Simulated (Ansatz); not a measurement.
One change: `CC[Si](N)(O)Cl` becomes `CC[Si](N)(O)Br`.

Ansatz, PBE0-D4/def2-TZVP geometries, multiplicity 1. Each molecule was computed in one conformer, which needn't be the lowest.

Scalar relativity is left out up to krypton.

```
                                      property  `CC[Si](N)(O)Cl`
            HOMO energy (PBE0/def2-TZVPP) / eV             -7.76
           HOMO–LUMO gap (PBE/def2-TZVPP) / eV              6.17
          HOMO–LUMO gap (PBE0/def2-TZVPP) / eV              8.48
size of the dipole moment (PBE/def2-TZVPP) / D              0.97
           LUMO energy (B3LYP/def2-TZVPP) / eV              0.36
             LUMO energy (PBE/def2-TZVPP) / eV             -0.13
```

(1) Give the same properties after the change, and the shifts. (Estimate.)

## Answers

(1) Computed: 
```json
{"property": "HOMO energy (PBE0/def2-TZVPP) / eV", "`CC[Si](N)(O)Br`": "-7.67", "shift": "0.09"}
{"property": "HOMO–LUMO gap (PBE/def2-TZVPP) / eV", "`CC[Si](N)(O)Br`": "5.97", "shift": "-0.20"}
{"property": "HOMO–LUMO gap (PBE0/def2-TZVPP) / eV", "`CC[Si](N)(O)Br`": "8.23", "shift": "-0.25"}
{"property": "size of the dipole moment (PBE/def2-TZVPP) / D", "`CC[Si](N)(O)Br`": "2.44", "shift": "1.47"}
{"property": "LUMO energy (B3LYP/def2-TZVPP) / eV", "`CC[Si](N)(O)Br`": "0.21", "shift": "-0.15"}
{"property": "LUMO energy (PBE/def2-TZVPP) / eV", "`CC[Si](N)(O)Br`": "-0.27", "shift": "-0.14"}
```

With PBE0 the HOMO rises by 0.09 eV and the LUMO falls by 0.16 eV, so the gap narrows by about 0.25 eV. PBE moves the HOMO by 0.06 eV and ωB97M-V by 0.10 eV. Dipoles are sizes alone; their direction can turn.

B3LYP here is the variant with VWN-RPA as its local correlation; programs differ in this.

Spin–orbit coupling is left out; it splits and shifts lone-pair levels of the heavy atoms by tenths of an eV.
